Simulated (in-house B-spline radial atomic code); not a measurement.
Tm³⁺ is squeezed into an impenetrable sphere of radius R (the orbitals vanish at R). All numbers are computed (scalar-relativistic (X2C) Hartree-Fock, spin-polarised, averaged over the determinants with the given up and down occupations; Fermi nucleus of rms radius 5.2256 fm) with a radial B-spline atomic code at the basis-set limit, not measured.

Energies in eV above the free ion in [Xe] 4f12:

| R (bohr) | highest level (eV) | [Xe] 4f12 | [Kr] 4d10 4f12 5s2 5p5 5d1 | [Kr] 4d10 4f12 5s2 5p5 5f1 |
| --- | --- | --- | --- | --- |
| 7.2 | -46.2 | 2.155e-05 | 29.97 | 48.61 |
| 7 | -46.2 | 2.166e-05 | 29.97 | 48.74 |
| 4.65 | -46.1 | 0.03235 | 30.23 | 54.22 |
| 4.49 | -46.1 | 0.05544 | 30.34 | 55.17 |
| 3.58 | -45.4 | 1.095 | 32.63 | 64.93 |
| 3.28 | -44.6 | 2.832 | 35.36 | 71.59 |
| 2.61 | -38.8 | 22.48 | 59.76 | 109.4 |
| 2.07 | -22.8 | 117.8 | 164.7 | 233.1 |
| 1.81 | -5.8 | 266.8 | 322.6 | 403.5 |
| 1.52 | 47.6 | 696.1 | 767.4 | 863.4 |

Q: Does [Kr] 4d10 4f12 5s2 5p5 5d1 fall below [Xe] 4f12 under compression?

A: No, it stays above over the whole range.

Q: Does [Kr] 4d10 4f12 5s2 5p5 5f1 fall below [Xe] 4f12 under compression?

A: No, it stays above over the whole range.

The highest level is first positive in the row R = 1.52 bohr, pushed up by confinement above the zero of the free ion's potential. Each configuration is held fixed and needn't be the lowest in the sphere.
